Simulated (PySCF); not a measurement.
Si(H)(Cl)(Me)2 (C2H7ClSi), SMILES C[SiH](C)Cl. Coordinates come from a PBE-D3(BJ)/def2-SVP optimisation.

Computed equilibrium geometry at PBE-D3(BJ)/def2-SVP (PySCF confirms it by a frequency run) as bond lengths and angles, and its point group:
point group Cs.
Atoms: Si1 C2 C3 Cl4 H5 H6 H7 H8 H9 H10 H11. Bonded distances (Å): Si1–C2 1.879, Si1–C3 1.879, Si1–Cl4 2.099, Si1–H5 1.504, C2–H6 1.110, C2–H7 1.108, C2–H8 1.109, C3–H9 1.108, C3–H10 1.110, C3–H11 1.109. Angles (°): C2–Si1–C3 112.1, C2–Si1–Cl4 108.3, C2–Si1–H5 110.6, C3–Si1–Cl4 108.3, C3–Si1–H5 110.6, Cl4–Si1–H5 106.7, Si1–C2–H6 110.3, Si1–C2–H7 111.0, Si1–C2–H8 110.6, H6–C2–H7 108.3, H6–C2–H8 108.3, H7–C2–H8 108.2, Si1–C3–H9 111.0, Si1–C3–H10 110.3, Si1–C3–H11 110.6, H9–C3–H10 108.3, H9–C3–H11 108.2, H10–C3–H11 108.3.
Charge 0, spin multiplicity 1.
